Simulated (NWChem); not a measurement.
System: H2TeSO; SMILES O[Te]S

```xyz
5

Te     0.3371    -0.4089    -0.0029
O     -1.4605    -1.2751     0.0565
H     -1.7875    -1.3110    -0.8524
S     -0.2314     1.9169    -0.0462
H     -0.3548     2.1035     1.2893
```
Atoms are numbered in this order, from 1.

Results from NWChem. Geometry: optimised at PBE0/def2-SVP. def2 effective core potentials on Te; no spin-orbit coupling. Level MN15/def2-SVP: energy and gradient on several grids; changes count from the extra-fine grid, which is no exact limit either.

Problem. Which is the coarsest grid (xcoarse; xfine; medium; fine; coarse) from which on the energy stays within 50 μHa and each gradient component within 100 μHa/bohr of xfine?

Solution. medium.
```csv
grid,size of the energy change (μHa),largest change of a gradient component (μHa/bohr),"time, medium = 1 (rough)"
xcoarse,6000,2000,about 1
coarse,300,900,about 1
medium,< 10,60,about 1
fine,< 10,< 30,about 1
xfine,< 10,< 30,2
```
